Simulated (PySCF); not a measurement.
## Be (beryllium, neutral): UHF calculation

Configuration: [He] 2s2, closed-shell 1S. Calculation: PySCF 2.14, in aug-cc-pVDZ-DK (4s3p2d, 23 functions); scalar relativity by spin-free X2C-1e.

| Quantity | Value |
| --- | --- |
| Total energy | -14.574886 hartree |
| One-electron energy | -19.0633 hartree |
| Hartree (Coulomb) energy | 7.1558 hartree |
| Exchange energy | -2.6674 hartree |
| ⟨S²⟩ | 0.0000 |
| ⟨L²⟩ | 0.000 |
| Sum of ⟨r⟩ | 6.135 bohr |
| Sum of ⟨r²⟩ | 17.36 bohr² |
| Langevin diamagnetic susceptibility | -13.8 ×10⁻⁶ cm³/mol |
| Time after the integrals | 0.02 s of wall time on 1 thread of Intel(R) Xeon(R) 6975P-C (shared host) |

```
shell  electrons  mean orbital energy (eV)  rms radius, mean of both spins (bohr)
   1s          2                   -128.81                                  0.483
   2s          2                    -8.420                                   2.91
```
